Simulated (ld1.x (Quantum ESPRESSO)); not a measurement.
An all-electron radial function and its pseudo partner (samarium)

Columns: radius, all-electron u(r) and pseudo u(r) of the 6s shell (level -3.99 eV) of samarium in the configuration [Kr] 4d10 5s2 4f5 5p6 5d1 6s2 6p0; PBE, scalar-relativistic, TM scheme, ld1.x (Quantum ESPRESSO) 7.5.

```
r (bohr)  all-electron   pseudo
   0.165        0.1009  -0.0092
   0.330       -0.0693  -0.0189
   0.495       -0.1531  -0.0297
   0.660       -0.0070  -0.0422
   0.825        0.1587  -0.0570
   0.990        0.2487  -0.0749
   1.155        0.2560  -0.0967
   1.320        0.2028  -0.1230
   1.485        0.1144  -0.1546
   1.650        0.0106  -0.1917
   1.815       -0.0946  -0.2339
   1.980       -0.1930  -0.2805
   2.145       -0.2802  -0.3297
   2.310       -0.3545  -0.3790
   2.475       -0.4155  -0.4258
   2.640       -0.4641  -0.4675
   2.805       -0.5013  -0.5021
   2.970       -0.5284  -0.5285
   3.135       -0.5467  -0.5468
   3.300       -0.5575  -0.5575
   3.465       -0.5616  -0.5616
   3.630       -0.5601  -0.5601
   3.795       -0.5538  -0.5538
   3.960       -0.5434  -0.5434
   4.125       -0.5298  -0.5298
   4.290       -0.5136  -0.5136
```

Task: How many radial nodes do the two functions have?

Result: The all-electron 6s function has n − l − 1 = 5 (the table is too coarse to show those close to the nucleus); the pseudo-wave has 0, since the states of the same l below it are removed with the core.

Task: At about which radius was the pseudo-wave matched?

Result: 3.30 bohr. The columns agree to 0.0005 from 2.97 bohr on; several derivatives are matched, so the curves merge somewhat inside the radius.

Task: Is the pseudo-wave norm-conserving?

Result: Yes: the TM scheme keeps the norm inside the radius equal to the all-electron one, which fixes the energy derivative of the logarithmic derivative at the level.
